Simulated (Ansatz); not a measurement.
Stepwise reaction of `N[Si](N)(O)O` with hydrogen chloride, as a gas-phase model of exchange steps in deposition or etching. ΔE in kJ/mol; ΔG adds harmonic PBE0-D4 terms to CCSD(T)/CBS, at 1 bar.

Program: Ansatz. Geometries: PBE0-D4/def2-TZVP. ΔE: electronic, gas phase. CBS: MP2 limit from def2 TZ/QZ plus the TZ coupled-cluster correction, frozen cores. This one scheme is used for every species. DFT in def2-TZVPP. B3LYP here is the variant with VWN-RPA as its local correlation; programs differ in this. One conformer a species, not always the lowest.

```
step                                        reaction  PBE-D4  B3LYP-D4  ωB97M-V  CCSD(T)/CBS  ΔG(400 K)
   2  `N[Si](N)(O)Cl` + HCl → `N[Si](N)(Cl)Cl` + H₂O     2.0       9.8      9.1          7.0       13.4
```

(1) Give the row of step 1, `N[Si](N)(O)O` + HCl → `N[Si](N)(O)Cl` + H₂O. (Estimate.)

(2) By hand: ΔE of the 2 steps together at CCSD(T)/CBS.

Results:

(1) The calculation gave: 
| step | reaction | PBE-D4 | B3LYP-D4 | ωB97M-V | CCSD(T)/CBS | ΔG(400 K) |
| --- | --- | --- | --- | --- | --- | --- |
| 1 | `N[Si](N)(O)O` + HCl → `N[Si](N)(O)Cl` + H₂O | -8.6 | -0.4 | -1.3 | -2.4 | 6.3 |

(2) (-2.4) + (7.0) = 4.6 kJ/mol, or 2.3 kJ/mol a step.

In ΔE each step is higher than the one before. ΔG lies between 6.3 and 13.4 kJ/mol a step. PBE-D4 differs from CCSD(T)/CBS by -6.2 to -5.0 kJ/mol a step. Only this route is followed, and other bonds may react first. Isolated molecules leave out the surface, adducts and barriers. Largest T1 diagnostic: 0.010.
